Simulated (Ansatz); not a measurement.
**Ge2H4O: structure from calculated spectroscopic constants**

These gas-phase data were calculated for one isomer of Ge2H4O at B3LYP/6-31G* (harmonic, unscaled wavenumbers; equilibrium rotational constants with average atomic masses):

* rotational constants: 29.81, 1.231, 1.2 GHz
* all wavenumbers above 1500 cm⁻¹: 2126, 2125, 2108, 1767

Candidates:

(1) `[GeH][O][GeH3]`, a singlet
(2) `[OH][Ge][GeH3]`, a singlet

Question: Which candidate do the data belong to?

Answer: Candidate (1). No mode falls between 3300 and 4000 cm⁻¹, where the O–H stretch of (2) would stand.

The same quantities for all candidates:

```tsv
	rotational constants (GHz)	wavenumbers above 1500 cm⁻¹	E above the lowest, B3LYP/6-31G* (kcal/mol)
(1)	29.81, 1.231, 1.2	2126, 2125, 2108, 1767	0.7
(2)	10.02, 1.744, 1.513	3733, 2080, 2079, 2057	0.0
```

Each candidate is one conformer. Programs: Ansatz 0.2.0.
